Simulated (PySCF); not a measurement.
Species: carbon tetrabromide, CBr4.
SMILES with atom numbers: `[Br:1][C:2]([Br:3])([Br:4])[Br:5]`

The closed-shell ground state was solved at several levels (PySCF, density fitting, gas phase). Geometry: GFN2-xTB; no solvent, vibrations or thermal averaging. Relativistic effects, spin–orbit coupling among them, are left out although an element past zinc is present. The dipole stays under 0.02 D at every level.

| level | basis functions | HOMO (eV) | LUMO (eV) | gap (eV) |
| --- | --- | --- | --- | --- |
| B3LYP/pcJ-1 (pcSseg-1 on Br) | 191 | -7.93 | -2.82 | 5.11 |
| wB97X-D/def2-SVPD | 184 | -10.18 | -0.90 | 9.28 |

(1) Estimate the row for PBE0/pcSseg-1, a basis of 181 functions; the other rows only guide the guess.

(2) Over all these levels, which gives the widest orbital gap and which the narrowest?

Results:

(1) HOMO -8.28 eV, LUMO -2.70 eV, gap 5.58 eV.

(2) wB97X-D/def2-SVPD (range-separated hybrid) has the widest, 9.28 eV, and B3LYP/pcJ-1 (pcSseg-1 on Br) (global hybrid, 20 % exact exchange) the narrowest, 5.11 eV. Functional and basis both differ between the two, so the spread mixes both effects.
